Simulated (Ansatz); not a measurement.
`[CH3][Ge]([SiH3])([Cl])[Cl]` + `CBO` → `OBC[SiH3]` + `[CH3][GeH]([Cl])[Cl]`  (formal exchange of groups at the Si–Ge bond)

Calculated with Ansatz (gas phase, PBE0-D4/def2-TZVP geometries, no zero-point term in ΔE). CCSD(T)/CBS adds triple-zeta CCSD(T) − MP2 to the extrapolated MP2 energy (def2 sets, frozen cores). Functionals use def2-TZVPP. B3LYP here is the variant with VWN-RPA as its local correlation; programs differ in this. HSE06 is defined as in plane-wave codes. For Ge outer-core shells are correlated without core-valence functions, which leaves a few kJ/mol of doubt a bond. Scalar relativity is left out up to krypton. One conformer a species, not always the lowest.

| level | ΔE (kcal/mol) | difference from CCSD(T)/CBS |
| --- | --- | --- |
| LDA (SPW92) | 4.2 | 0.6 |
| PBE-D4 | 5.8 | 2.2 |
| revPBE-D4 | 5.4 | 1.8 |
| BLYP-D4 | 5.9 | 2.3 |
| r2SCAN-D4 | 4.1 | 0.5 |
| B97M-V | 3.0 | -0.6 |
| PBE0-D4 | 4.8 | 1.2 |
| B3LYP-D4 | 5.1 | 1.5 |
| r2SCANh-D4 | 3.9 | 0.3 |
| HSE06-D4 | 4.8 | 1.2 |
| CAM-B3LYP-D4 | 3.6 | 0.0 |
| ωB97X-V | 3.2 | -0.4 |
| ωB97M-V | 2.9 | -0.7 |
| B2PLYP | 3.6 | 0.0 |
| PBE-QIDH | 3.1 | -0.5 |
| PBE | 5.3 | 1.7 |
| revPBE | 5.5 | 1.9 |
| BLYP | 5.2 | 1.6 |
| r2SCAN | 3.9 | 0.3 |
| PBE0 | 4.3 | 0.7 |
| B3LYP | 4.3 | 0.7 |
| r2SCANh | 3.7 | 0.1 |
| r2SCAN0 | 3.4 | -0.2 |
| HSE06 | 4.3 | 0.7 |
| BHLYP | 3.0 | -0.6 |
| CAM-B3LYP | 3.0 | -0.6 |
| RPA@PBE/def2-TZVPP | 3.0 | -0.6 |
| HF/def2-SVP | 1.4 | -2.2 |
| MP2/def2-SVP | 1.6 | -2.0 |
| CCSD/def2-SVP | 2.2 | -1.4 |
| CCSD(T)/def2-SVP | 2.3 | -1.3 |
| HF/def2-TZVPP | 1.7 | -1.9 |
| MP2/def2-TZVPP | 2.7 | -0.9 |
| SCS-MP2/def2-TZVPP | 2.5 | -1.1 |
| CCSD(T)/def2-TZVPP | 3.2 | -0.4 |
| HF/def2-QZVPP | 1.4 | -2.2 |
| MP2/def2-QZVPP | 2.8 | -0.8 |
| HF/CBS(def2) | 1.4 | -2.2 |
| MP2/CBS(def2) | 3.1 | -0.5 |
| CCSD/CBS(def2) | 3.4 | -0.2 |
| CCSD(T)/CBS | 3.6 | 0 |

Largest T1 diagnostic among the species: 0.012.

At CCSD(T), def2-SVP lies −1.3 kcal/mol from the extrapolated value and def2-TZVPP −0.4 kcal/mol. The D4 term adds +0.8 kcal/mol with B3LYP and +0.5 kcal/mol with PBE0; it sums over pairs of atoms, weighted by their polarisabilities, and B3LYP, whose exchange is more repulsive, gets the larger term. From BLYP to BHLYP (50 % exact exchange), in def2-TZVPP and without D4, ΔE moves by −2.2 kcal/mol.
